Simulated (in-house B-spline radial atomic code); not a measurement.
The outermost shell (largest non-relativistic mean radius) with and without relativity; Dirac values are averaged over j. Computed with a radial B-spline atomic code at the basis-set limit: non-relativistic Hartree-Fock and Dirac-Hartree-Fock, averages of the configuration (point nuclei without relativity, finite nuclei with it).

```tsv
ion	configuration	outermost shell	radius non-relativistic (bohr)	radius Dirac (bohr)	radius change (%)	level non-relativistic (eV)	level Dirac (eV)	spin-orbit splitting (eV)
K6+	[Ne] 3s2 3p1	3p	1.1621	1.1606	-0.12769	-116.907	-116.99	0.40962
Ca6+	[Ne] 3s2 3p2	3p	1.0911	1.0895	-0.14795	-125.363	-125.47	0.52927
Sc6+	[Ne] 3s2 3p3	3p	1.0284	1.0267	-0.1695	-133.930	-134.06	0.67409
Ti6+	[Ne] 3s2 3p4	?	?	?	?	?	?	?
V6+	[Ne] 3s2 3p5	?	?	?	?	?	?	?
Cr6+	[Ne] 3s2 3p6	3p	0.8781	0.87598	-0.24154	-160.322	-160.55	1.2953
```

(1) Fill in the row of Ti6+.

(2) Fill in the row of V6+.

(3) Which member changes most?

Results:

(1) outermost shell: 3p; radius non-relativistic (bohr): 0.97264; radius Dirac (bohr): 0.97077; radius change (%): -0.19234; level non-relativistic (eV): -142.611; level Dirac (eV): -142.77; spin-orbit splitting (eV): 0.8475.

(2) outermost shell: 3p; radius non-relativistic (bohr): 0.92269; radius Dirac (bohr): 0.92069; radius change (%): -0.21647; level non-relativistic (eV): -151.409; level Dirac (eV): -151.6; spin-orbit splitting (eV): 1.0532.

(3) Chromium (Cr6+): its 3p shell contracts by 0.2 %.
